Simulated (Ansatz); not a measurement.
acetamide (C2H5NO), singlet, at a GFN2-xTB geometry; CAM-B3LYP/6-31G in Ansatz (a quantum-chemistry and plane-wave program).

Ansatz was given this input:
Ansatz 0.2 input:
```yaml
crystal:
  periodic: [false, false, false]
  atoms:
    - {symbol: O, position_ang: [0.42378843, 1.31335395, -0.10983582]}
    - {symbol: C, position_ang: [0.07883705, 0.15962437, -0.01302384]}
    - {symbol: N, position_ang: [0.97349819, -0.85477823, 0.08636671]}
    - {symbol: C, position_ang: [-1.36369635, -0.29914896, 0.00992359]}
    - {symbol: H, position_ang: [0.68999030, -1.81413072, 0.16690771]}
    - {symbol: H, position_ang: [-2.01725080, 0.56352280, -0.07332249]}
    - {symbol: H, position_ang: [-1.55183793, -0.97516368, -0.82107525]}
    - {symbol: H, position_ang: [-1.57282710, -0.82103070, 0.94097462]}
    - {symbol: H, position_ang: [1.95628661, -0.63943414, 0.07923654]}
basis:
  gaussian:
    orbitals: 6-31G
hamiltonian:
  xc: cam_b3lyp
```

Output, abridged:

```
Functional definition: CAM-B3LYP
621 factors; integrals over basis functions are off by at most 2.0e-4 eV
246 factors; integrals over basis functions are off by at most 6.1e-6 eV
mean field evaluation 1: about -5682.5045 eV, gradient 5.5e1 eV
mean field evaluation 2: about -5680.1588 eV, gradient 6.9e1 eV
mean field evaluation 4: about -5688.5292 eV, gradient 2.3e0 eV
mean field evaluation 8: about -5688.5276 eV, gradient 5.9e-2 eV
mean field -5688.52764246 eV, -209.0495350379 hartree, gradient 3.9e-5 eV, S^2 0.000000; 0 other end points of the search recorded, 0 dependent functions left out
reference -5688.52772286 eV, -209.0495379924 hartree; 16, 16 occupied and 30, 30 virtual orbitals, 621 factors
Total energy: -5688.52772286 eV, -209.0495379924 hartree
```
